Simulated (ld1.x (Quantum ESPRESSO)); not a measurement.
Building the ultrasoft potential for rhodium (PBEsol, scalar-relativistic).

ld1.x (Quantum ESPRESSO) 7.5 input, shortened:

```
&input
   title='Rh', zed=45., rel=1, dft='PBESOL', iswitch=3,
   config='[Kr] 4d8 5s1 5p0'
 /
 &inputp
   pseudotype=3, tm=.true., lloc=-2, rcloc=2.15,
   nlcc=.false.,
   which_augfun='PSQ', rmatch_augfun_nc=.true.
 /
6
5S  1  0   1.00   0.00  2.60  3.10  0.0
5S  1  0   0.00   0.30  2.60  3.10  0.0
5P  2  1   0.00   0.00  3.15  3.45  0.0
5P  2  1   0.00   1.15  3.15  3.45  0.0
4D  3  2   8.00   0.00  1.10  1.35  0.0
4D  3  2   0.00   0.15  1.10  1.35  0.0
 &test
   configts(1)='4d8 5s1 5p0'
 /
```

(1) Estimate the cutoffs (Ry, on a coarse ladder) from which the occupation-weighted sum of valence levels, in a spherical-Bessel basis at the reference potential, stays within 10 and 1 mRy of its value at 400 Ry.

(2) Does the potential have ghost states?

(3) Is the overlap operator S = 1 + Σ q|β⟩⟨β| positive definite (Bessel basis up to 400 Ry)?

(4) Which valence shell sets the plane-wave cutoff?

(5) Tests: 4d8 5s0 5p0; 4d7 5s0 5p0; 4d6 5s0 5p0; 4d8 5s0.5 5p0; 4d7 5s1 5p0; 4d8 5s0 5p1; 4d7 5s2 5p0. Which has the largest error in its energy relative to the reference configuration, and how large is it?

## Answers

(1) 55 Ry and 100 Ry.

(2) No extra level below or beside the all-electron valence levels (s, p, d, f tested).

(3) Yes: its lowest eigenvalue is 0.35 (s channel).

(4) 4d: its level needs 60 Ry to come within 1 mRy, against 6 Ry for 5s.

(5) 4d6 5s0 5p0, with -82 meV (all-electron minus pseudo) on +59.46 eV.
